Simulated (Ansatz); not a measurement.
Born–Oppenheimer molecular dynamics of BF2I (4 atoms, charge 0, multiplicity 1). It starts from a relaxed structure.

Level of theory: Ansatz 0.2.0, RKS B3LYP-D4/def2-SVP.

| Quantity | Value |
| --- | --- |
| ensemble | NVT, Langevin thermostat |
| time step | 1 fs |
| steps asked | 300 |
| set temperature | 200 K |
| friction | 0.001 /fs |
| seed | 125657 |

First frame:

```xyz
4
Properties=species:S:1:pos:R:3
F 0.288 -1.401 0.184
B -0.101 -0.151 0.092
F -1.240 0.205 0.636
I 1.107 1.287 -0.932
```

(1) How far do the bonds stretch over the last three quarters of this one trajectory? (Pairs bonded in most of those frames.)

## Answers

(1) 
| bond | mean (Å) | spread (Å) | shortest | longest |
| --- | --- | --- | --- | --- |
| F1–B2 | 1.312 | 0.013 | 1.28 | 1.34 |
| B2–F3 | 1.313 | 0.013 | 1.28 | 1.34 |
| B2–I4 | 2.142 | 0.029 | 2.09 | 2.20 |

Mean temperature of the second half: 118 K. The mean temperature of the second half is 41 % below the set value. A run of 0.3 ps of so small a system gives no equilibrium averages.

The run took 7.6 min on 1 thread of Intel(R) Xeon(R) CPU @ 2.60GHz (Ice Lake), with other jobs on the host, peak memory 0.14 GiB.
